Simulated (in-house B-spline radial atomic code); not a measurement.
B97-1 excitations of Ga³⁺

Method: B97-1. Computed with a B-spline radial code for spherical atoms: linear response of the closed shell [Ar] 3d10 with the functional's adiabatic kernel; scalar-relativistic (spin-free one-electron X2C), finite nucleus, no spin-orbit coupling, no double excitations, S, P, D and F terms only. Only terms of natural parity with L up to 3 were computed.

Command:
```bash
python run_td.py task.json out
```
Settings (radii: box in bohr, nucleus in fm):
```
Z                        31
electrons                28
configuration            [Ar] 3d10
hamiltonian              x2c
method                   b97_1
box_radius               23.08
rms_radius               3.9973
intervals                72
```

Time taken, with all properties: 2.1 s on 1 thread of Arm Neoverse N1, with other jobs on the host.

The lowest states, in the order of their Tamm-Dancoff energies; the method's threshold (minus the highest occupied level) is 55.30 eV. Labels give the largest channel, * marks a mixed state, and oscillator strengths are full-response dipole values. Semilocal kernels can invert the small singlet-triplet splittings of Rydberg terms. Energies in eV:

```json
{"state": "3d → 4s 3D", "full response": "?", "Tamm-Dancoff": "?", "oscillator strength": "-"}
{"state": "3d → 4s 1D", "full response": "?", "Tamm-Dancoff": "?", "oscillator strength": "-"}
{"state": "3d → 4p 3P", "full response": "26.243", "Tamm-Dancoff": "26.265", "oscillator strength": "-"}
{"state": "3d → 4p 3F", "full response": "26.347", "Tamm-Dancoff": "26.362", "oscillator strength": "-"}
{"state": "3d → 4p 1F", "full response": "26.489", "Tamm-Dancoff": "26.491", "oscillator strength": "-"}
{"state": "3d → 4p 1P", "full response": "27.361", "Tamm-Dancoff": "27.434", "oscillator strength": "0.521"}
{"state": "3d → 4d 3S", "full response": "38.13", "Tamm-Dancoff": "38.16", "oscillator strength": "-"}
{"state": "3d → 4d 3D", "full response": "38.69", "Tamm-Dancoff": "38.70", "oscillator strength": "-"}
{"state": "3d → 4d 1D", "full response": "39.03", "Tamm-Dancoff": "39.04", "oscillator strength": "-"}
{"state": "3d → 5s 3D", "full response": "39.36", "Tamm-Dancoff": "39.36", "oscillator strength": "-"}
{"state": "3d → 5s 1D", "full response": "39.57", "Tamm-Dancoff": "39.57", "oscillator strength": "-"}
{"state": "3d → 4d 1S", "full response": "41.17", "Tamm-Dancoff": "41.49", "oscillator strength": "-"}
{"state": "3d → 5p 3P", "full response": "42.22", "Tamm-Dancoff": "42.23", "oscillator strength": "-"}
{"state": "3d → 5p 3F", "full response": "42.31", "Tamm-Dancoff": "42.31", "oscillator strength": "-"}
{"state": "3d → 5p 1F", "full response": "42.44", "Tamm-Dancoff": "42.44", "oscillator strength": "-"}
{"state": "3d → 5p 1P", "full response": "42.62", "Tamm-Dancoff": "42.63", "oscillator strength": "0.05"}
{"state": "3d → 4f 3P", "full response": "45.74", "Tamm-Dancoff": "45.74", "oscillator strength": "-"}
{"state": "3d → 4f 3F", "full response": "45.90", "Tamm-Dancoff": "45.90", "oscillator strength": "-"}
{"state": "3d → 4f 1F", "full response": "45.97", "Tamm-Dancoff": "45.97", "oscillator strength": "-"}
{"state": "3d → 4f 1P", "full response": "46.00", "Tamm-Dancoff": "46.01", "oscillator strength": "0.205"}
{"state": "3d → 5d 3S", "full response": "46.34", "Tamm-Dancoff": "46.35", "oscillator strength": "-"}
{"state": "3d → 5d 3D", "full response": "46.45", "Tamm-Dancoff": "46.46", "oscillator strength": "-"}
```

**Question.** Where does 3d → 4s 3D lie?

**Answer.** At 16.855 eV in full response, 16.873 eV in Tamm-Dancoff.

**Question.** Where does 3d → 4s 1D lie?

**Answer.** At 17.307 eV in full response, 17.315 eV in Tamm-Dancoff.

**Question.** How large is the singlet-triplet splitting of 3d → 4s (D terms) in Tamm-Dancoff?

**Answer.** 0.442 eV, from the unrounded values.

**Question.** What polarisabilities and dispersion coefficient does the method give?

**Answer.** Dipole 1.422 bohr³, quadrupole 2.952 bohr⁵, C6 3.173 hartree·bohr⁶ for two such species.
